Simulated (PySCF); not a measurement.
Dipole moment and polarisability of `FC(F)(F)/C=C/C[SiH3]`

Species: C₄H₇F₃Si.
SMILES with atom numbers: `[F:1][C:2]([F:3])([F:4])/[CH:5]=[CH:6]/[CH2:7][SiH3:8]` (hydrogens: H9 on C5; H10 on C6; H11, H12 on C7; H13, H14, H15 on Si8)

Cartesian coordinates in Å at the PBE0-D3(BJ)/def2-SVP level; atoms count from 1:
```
atom  x, y, z in Å
F1     3.5364   -0.1528    0.5898
C2     2.5428    0.3987   -0.1200
F3     2.9372    0.3863   -1.4005
F4     2.4454    1.6771    0.2562
C5     1.2693   -0.3534    0.0640
C6     0.1521    0.2037    0.5377
C7    -1.1492   -0.4926    0.7149
Si8   -2.4045   -0.0258   -0.6348
H9     1.3219   -1.4101   -0.2156
H10    0.1805    1.2703    0.7907
H11   -1.6035   -0.2229    1.6833
H12   -1.0278   -1.5876    0.6977
H13   -1.9115   -0.4919   -1.9645
H14   -2.5861    1.4568   -0.6707
H15   -3.7179   -0.6736   -0.3358
```

Level: CAM-B3LYP/def2-SVPD (PySCF), static field, nuclei fixed, core orbitals frozen in the response. The polarisability tensor in these axes (au):

```
x   103.75  -1.08  -0.99
y    -1.08  70.12   0.59
z    -0.99   0.59  69.32
```

Question: Diagonalise the tensor; give its mean and Δα, where Δα² is half the sum of the squared differences of the eigenvalues.

Answer: Principal values 69.00, 70.37 and 103.81 au; mean 81.06 au = 12.01 Å³ = 13.37 × 10⁻⁴⁰ C²·m²/J; Δα = 34.15 au (42 % of the mean).

Question: What is the dipole moment, and where does it point?

Answer: (-2.83, -1.08, 0.85) D, 3.14 D in size, pointing from the negative to the positive side. Measured along this direction, the outermost atoms are F3 at the negative end and H15 at the positive end.

Question: How large is μ²/3kT at 400 K beside α?

Answer: In Gaussian units μ²/3kT = 59.67 Å³ against 12.01 Å³, a ratio of 4.97; the Debye molar polarisation (4π/3)N_A(α + μ²/3kT) is 180.8 cm³/mol, leaving out the vibrational part.

Question: Estimate the molar refractivity from the static electronic polarisability.

Answer: Lorentz–Lorenz: R = (4π/3)N_A α = 2.5225 cm³/(mol·Å³) × 12.01 Å³ = 30.3 cm³/mol, in the limit of long wavelengths.

Question: What would n − 1 = 2πNα be for an ideal gas of these molecules at 400 K and 1 atm, electronic part alone?

Answer: N = p/kT = 1.8347 × 10¹⁹ cm⁻³, so n − 1 = 2π × N × 12.01 × 10⁻²⁴ cm³ = 1385 × 10⁻⁶ at long wavelengths.

Question: Along which axes do the principal values lie, and how far do the nuclei extend along each?

Answer: Largest value along (1.00, -0.03, -0.03), where the nuclei span 7.20 Å; middle along (0.04, 0.89, 0.46), 3.13 Å; least along (0.01, -0.46, 0.89), 3.12 Å. 

Question: Rayleigh depolarisation ratio (linearly polarised light, static tensor)?

Answer: ρ = 3Δα²/(45ᾱ² + 4Δα²) = 3498.3/(295696 + 4664.5) = 0.0116.

One conformer (not necessarily the lowest) at the PBE0-D3(BJ)/def2-SVP geometry, without solvent, vibrations or thermal averaging.
